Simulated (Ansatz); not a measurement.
`C=[C](Br)[AlH][CH3]` + `O[SiH](F)F` → `[CH3][AlH][O][SiH](F)F` + `C=CBr`  (ligand exchange at the Al–C bond)

Computed with Ansatz on PBE0-D4/def2-TZVP structures; ΔE is electronic, products minus reactants. CCSD(T)/CBS is the MP2 limit (def2-TZVPP, def2-QZVPP) plus CCSD(T) − MP2 in def2-TZVPP, frozen cores. DFT in def2-TZVPP. B3LYP here is the variant with VWN-RPA as its local correlation; programs differ in this. For Br outer-core shells are correlated without core-valence functions, which leaves a few kJ/mol of doubt a bond. Scalar relativity is left out up to krypton. Each species was taken in one conformer, which may not be the lowest.

(1) Is it downhill or uphill in electronic energy at CCSD(T)/CBS, and by how much? (An estimate is asked.)

(2) What do these levels give: r2SCAN-D4, B3LYP-D4, ωB97X-V, ωB97M-V, B2PLYP, PBE, PBE0, SCS-MP2/def2-TZVPP, MP2/def2-QZVPP, SCS-MP2/def2-QZVPP, MP2/CBS(def2), CCSD/CBS(def2)? (An estimate is asked.)

Largest T1 diagnostic among the species: 0.012.

## Answers

(1) Computed: Downhill: ΔE = -151.9 kJ/mol.

(2) Computed: r2SCAN-D4 -152.9, B3LYP-D4 -155.3, ωB97X-V -153.3, ωB97M-V -152.0, B2PLYP -157.8, PBE -143.8, PBE0 -148.6, SCS-MP2/def2-TZVPP -156.6, MP2/def2-QZVPP -152.6, SCS-MP2/def2-QZVPP -156.8, MP2/CBS(def2) -151.4, CCSD/CBS(def2) -156.1 kJ/mol.

From PBE to PBE0 (25 % exact exchange), in def2-TZVPP and without D4, ΔE moves by −4.8 kJ/mol. In def2-TZVPP, CCSD(T) changes the Hartree–Fock value by +18.2 kJ/mol (the triples alone add +4.3 kJ/mol) and MP2 by +18.6 kJ/mol. The D4 term adds +3.9 kJ/mol with B3LYP and +2.0 kJ/mol with PBE0; it sums over pairs of atoms, weighted by their polarisabilities, and B3LYP, whose exchange is more repulsive, gets the larger term.
